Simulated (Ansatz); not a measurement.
`[F][GeH2][F]` and `[F][GeH]([F])[F]` differ in one atom or group.

Ansatz, PBE0-D4/def2-TZVP geometries, multiplicity 1. 

Scalar relativity is left out up to krypton.

```tsv
property	`[F][GeH2][F]`
zero-point energy (PBE0-D4/def2-TZVP) / kJ/mol	53.9
HOMO energy (ωB97M-V/def2-TZVPP) / eV	-12.32
HOMO–LUMO gap (PBE/def2-TZVPP) / eV	7.55
ideal-gas entropy at 298 K and 1 bar (rigid rotor, harmonic PBE0-D4/def2-TZVP) / J/(mol·K)	277
size of the dipole moment (ωB97M-V/def2-TZVPP) / D	2.60
LUMO energy (ωB97M-V/def2-TZVPP) / eV	1.85
```

(1) What does the change do to each property? (Best estimate.)

Results:

(1) Ansatz gave: 
| property | `[F][GeH]([F])[F]` | shift |
| --- | --- | --- |
| zero-point energy (PBE0-D4/def2-TZVP) / kJ/mol | 40.0 | -13.9 |
| HOMO energy (ωB97M-V/def2-TZVPP) / eV | -13.69 | -1.37 |
| HOMO–LUMO gap (PBE/def2-TZVPP) / eV | 8.00 | 0.45 |
| ideal-gas entropy at 298 K and 1 bar (rigid rotor, harmonic PBE0-D4/def2-TZVP) / J/(mol·K) | 295 | 18 |
| size of the dipole moment (ωB97M-V/def2-TZVPP) / D | 2.45 | -0.15 |
| LUMO energy (ωB97M-V/def2-TZVPP) / eV | 1.62 | -0.23 |

With PBE0 the HOMO falls by 1.31 eV and the LUMO falls by 0.45 eV, so the gap widens by about 0.86 eV. PBE moves the HOMO by -1.14 eV and ωB97M-V by -1.37 eV. Dipoles are sizes alone; their direction can turn.
